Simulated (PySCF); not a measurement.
Cartesian coordinates (Å):
```xyz
6

W      0.0036    -0.0155     0.0138
O      0.2955    -1.2602     1.1273
F      0.4390    -0.7447    -1.6539
F     -0.5987     1.4259     1.0446
F     -1.7833    -0.2326    -0.4987
F      1.6235     0.9136    -0.1106
```
Charge 0, multiplicity 1.

Problem. What charge on the central atom (Mulliken), LUMO, HOMO, HOMO–LUMO gap, dipole moment and total energy does PySCF 2.14.0 with TPSSh-D3(BJ)/def2-TZVP // PBE-D3(BJ)/def2-SVP give?

Solution. 
* **charge on the central atom (Mulliken)**: 1.72 e
* **LUMO**: -4.71 eV
* **HOMO**: -10.68 eV
* **HOMO–LUMO gap**: 5.97 eV
* **dipole moment**: 0.47 D
* **total energy**: -542.1664 Ha
